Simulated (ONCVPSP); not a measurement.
What one change does to a pseudopotential (Be, ONCV)

Be, optimised norm-conserving Vanderbilt (ONCV), made with ONCVPSP 4.0.1 (PBE, non-relativistic). Core none, reference 1s2 2s1 (charge +1). Waves: 1s+2s: rc 0.90 bohr, ncon 4, nbas 8, qcut 12.1 1/bohr, 2 projectors; p scattering state at 0.1 Ha: rc 0.75 bohr, ncon 4, nbas 9, qcut 9.3 1/bohr, 2 projectors, debl 0.9 Ha. Local part: polynomial inside 0.50 bohr (lpopt 5, dvloc0 0 Ha). Core correction: none.

Change: s: qcut 15.8.

Cutoffs: the cutoffs (Ha) at which the residual kinetic energy of the hardest occupied pseudo-wave falls to 1 and 0.1 mHa per electron; they do not see the model core or the augmentation charge, which bear on the density cutoff. Errors are all-electron minus pseudo energies relative to the spin-unpolarised reference configuration.

Predict the effect on cutoff, ghosts and configuration errors.

The potential gets harder (61 Ha and 71 Ha → 79 Ha and 94 Ha); of the 4 tests that both files solve, the error grows in 0 and shrinks in 1 by more than 15 % and 0.3 meV (median size 0.4 → 0.3 meV); neither file shows a bound ghost. The waves are optimised to have the least kinetic energy above qcut, so the cutoff follows it (qcut²/2 in Ha).

```csv
quantity,base,changed
"cutoff, loose",61 Ha,79 Ha
"cutoff, tight",71 Ha,94 Ha
bound ghosts,none,none
GHOST(+) flags under 300 eV,none,none
"error for 1s2 2s2, meV [ΔE -9.55 eV]",+0.6,+0.5
"error for 1s2 2s0, meV [ΔE 17.94 eV]",+2.0,+1.6
"error for 1s2 2s1.5, meV [ΔE -5.79 eV]",+0.2,+0.2
"error for 1s2 2s1 2p1, meV [ΔE -5.94 eV]",-0.2,-0.1
s: phases at 0.91 bohr within 0.05 rad from the reference energy up to (Ha; the scan ends near 5),to the end of the scan,to the end of the scan
p: phases at 0.76 bohr within 0.05 rad from the reference energy up to (Ha; the scan ends near 5),to the end of the scan,to the end of the scan
```
